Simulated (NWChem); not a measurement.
CH$_{5}$AlS; SMILES C[S][AlH2]

```xyz
8

Al     0.2024    -1.5365     0.0030
H     -0.8329    -2.7346     0.0102
H      1.7832    -1.6892    -0.0077
S     -0.6336     0.4718     0.0078
C      0.8403     1.5536    -0.0017
H      0.8180     2.1891     0.8939
H      0.8030     2.1932    -0.8938
H      1.7774     0.9797    -0.0109
```
Atoms are numbered in this order, from 1.

Geometry: optimised at PBE0/def2-SVP.

 Unshifted, non-relativistic core excitations; the lowest 4 roots alone, so stronger bands may lie above.

**Question.** List the first Al K-edge excitations from BHandHLYP/def2-TZVP, restricted-window TDA (NWChem).

**Answer.** 
```csv
state,energy (eV),dipole oscillator strength,leading excitation (squared amplitude)
S1,1544.6,0.0087,1s of atom 1 or its equivalents → LUMO (0.91)
S2,1547.1,0.0002,1s of atom 1 or its equivalents → LUMO+1 (0.45)
S3,1547.9,0.0034,1s of atom 1 or its equivalents → LUMO+3 (0.44)
S4,1548.3,0.0020,1s of atom 1 or its equivalents → LUMO+1 (0.32)
```
